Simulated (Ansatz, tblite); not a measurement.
Removing and adding an electron: NbCl4. The state is a doublet with charge 0. Geometry: r2SCAN-D4/def2-SVP. Ansatz, gas phase; energy differences of separate SCF runs; the oxidised species is a singlet (the triplet lies 3.23 eV higher at PBE0-D4/def2-TZVP); the reduced species is a triplet (the singlet lies 1.06 eV higher at PBE0-D4/def2-TZVPD).

```
atom   x (Å)   y (Å)   z (Å)
 Nb1   0.000   0.000   0.000
 Cl2  -1.644  -1.517   0.466
 Cl3  -1.120   1.976  -0.255
 Cl4   1.253  -0.181  -1.903
 Cl5   1.512  -0.277   1.692
```

In the def2 sets Nb takes a core potential; there is no spin–orbit coupling. The xTB rows come from tblite. Correlated methods freeze 20 core orbitals; core or outer-core shells of Nb are correlated, in sets that lack core-valence functions. No other spin state of charge 0 was run.

```
              level  −HOMO (eV)  vertical IE (eV)  −LUMO (eV)  vertical EA (eV)  HOMO–LUMO gap (eV)  IE − EA (eV)                       remarks
           GFN1-xTB           –             13.29           –              8.25                   –          5.04                             –
           GFN2-xTB           –             12.38           –              7.08                   –          5.30                             –
   PBE-D4/def2-TZVP        4.87              7.68        4.58                 –                0.30             –                             –
  PBE-D4/def2-TZVPD        4.91                 –        4.62              1.92                0.29             –  HOMO above zero (-1 triplet)
  PBE0-D4/def2-TZVP        6.55              8.26        3.92                 –                2.63             –                             –
 PBE0-D4/def2-TZVPD        6.56                 –        3.94              2.31                2.62             –                             –
 PBE-QIDH/def2-TZVP           –              8.32           –                 –                   –             –                             –
PBE-QIDH/def2-TZVPD           –                 –           –              2.42                   –             –                             –
```

   A HOMO above zero means that the electron is unbound at that level or that self-interaction error raises the level; the energy of removing that electron tells which. HOMO and LUMO are the levels of the spin that leaves or enters (xTB has no such levels and no spin-polarisation term). Other spin states of the ions may lie lower, which would lower the ionisation energy or raise the affinity. Raw xTB energy differences between charge states are shifted by several eV; the methods need an empirical correction for them.
